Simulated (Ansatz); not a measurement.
`[NH2][Ti]([NH2])([Cl])[Cl]` + HCl → `[NH2][Ti]([Cl])([Cl])[Cl]` + NH₃ at 298.15 K and 1 bar (ligand exchange at a Ti–N bond).

Program: Ansatz. Geometries: PBE0-D4/def2-TZVP. ΔE: electronic, gas phase. CCSD(T)/CBS adds triple-zeta CCSD(T) − MP2 to the extrapolated MP2 energy (def2 sets, frozen cores). This one scheme is used for every species. For Ti outer-core shells are correlated without core-valence functions, which leaves a few kJ/mol of doubt a bond. Scalar relativity is left out up to krypton. One conformer a species, not always the lowest.

```csv
species,CCSD(T)/CBS energy (Eh),H − E (kJ/mol),S (J/(mol·K))
`[NH2][Ti]([NH2])([Cl])[Cl]`,-1880.49509,163.3,383.2
HCl,-460.38127,26.6,186.8
`[NH2][Ti]([Cl])([Cl])[Cl]`,-2284.39597,99.5,391.4
NH₃,-56.50880,100.5,192.4
```

H − E and S are ideal-gas, rigid-rotor, harmonic terms from PBE0-D4/def2-TZVP, for one conformer and one mirror image of each species. 1 Eh = 2625.50 kJ/mol, R = 8.31446 J/(mol·K).

Problem. By hand: ΔE, ΔH, ΔS and ΔG.

Solution. ΔE = (-2284.39597) + (-56.50880) − (-1880.49509) − (-460.38127) = -0.02841 Eh = -74.6 kJ/mol. Δ(H − E) = 99.5 + 100.5 − 163.3 − 26.6 = 10.1, so ΔH = -64.5 kJ/mol. ΔS = 391.4 + 192.4 − 383.2 − 186.8 = 13.8 J/(mol·K). ΔG = -64.5 − 298.15 × (13.8)/1000 = -68.6 kJ/mol.

Problem. By hand: the equilibrium constant, and the temperature at which ΔG would vanish if ΔH and ΔS stayed fixed.

Solution. log₁₀ K = −ΔG/(RT ln 10) = 12.0. ΔH and −TΔS have one sign here, so there is no such temperature.

The number of gas molecules stays the same, so ΔS is small and ΔH decides. A doubt of 5 kJ/mol in ΔE shifts log₁₀ K by 0.9 here. Other conformers and mirror images would add mixing entropy, several J/(mol·K) or more a flexible species. Modes under 60 cm⁻¹, often nearly free rotors, make the harmonic entropy too high. These are equilibria of isolated gas molecules and say nothing of rates. Largest T1 diagnostic: 0.025 (customary marks: 0.02 for closed shells, 0.045 for open ones).
